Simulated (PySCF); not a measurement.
**Worked example: oscillator strength and radiative lifetime**

Be(NH2)(NMe2) (C2H8BeN2), SMILES [NH2][Be][N](C)C.

Geometry: PBE0-D3(BJ)/def2-SVP. Other conformers were not sampled.

TDA-ωB97X/def2-SVPD (PySCF) puts the first singlet state with f over 0.02 at 6.23 eV (vertical), with the transition dipole (0.000, 0.771, 0.000) in atomic units.

Q: Find the oscillator strength, the wavelength and the radiative lifetime that this transition would have in vacuum if emission retraced absorption.

A: 
|μ|² = 0.5944 au, so |μ| = 1.96 D. ΔE = 6.23/27.211 = 0.2289 hartree. f = (2/3) ΔE |μ|² = 0.091 (the program prints 0.091).
λ = 1239.84/6.23 = 199 nm; ν = 50248 cm⁻¹.
Einstein's coefficient A = 0.6670 ν² f s⁻¹ (ν in cm⁻¹) = 1.5e8 s⁻¹, so τ = 1/A = 6.5 ns. This state is S2; the lower singlet has f = 0.008. The figure is the radiative limit of this one transition; relaxation, internal conversion, crossing to triplets and a medium change what is measured.
